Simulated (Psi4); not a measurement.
Complex: N2 (SMILES N#N) (first 2 atoms) with CH6Si (SMILES C[SiH3]); geometry from B3LYP-D3(BJ)/def2-TZVP, rigid monomers moved along the line of their centres of mass till N1···Si4 is 6.40 Å.
(charge 0, multiplicity 1):
```xyz
10

N      1.200    -0.043     0.939
N      0.820     0.055    -0.079
C     -0.070    -0.206     7.406
Si    -1.741     0.112     6.617
H      0.708    -0.279     6.645
H     -0.080    -1.139     7.973
H      0.196     0.602     8.089
H     -1.726     1.379     5.846
H     -2.798     0.212     7.653
H     -2.103    -0.989     5.690
```

The numbers are results of SAPT0/jun-cc-pV(D+d)Z (Psi4), not measurements.

**Question.** Which attractive term is largest, and how does the interaction split up?

**Answer.** electrostatics -0.02, exchange 0.00, induction 0.00, dispersion -0.03, total -0.05 kcal/mol; the largest attraction is dispersion.
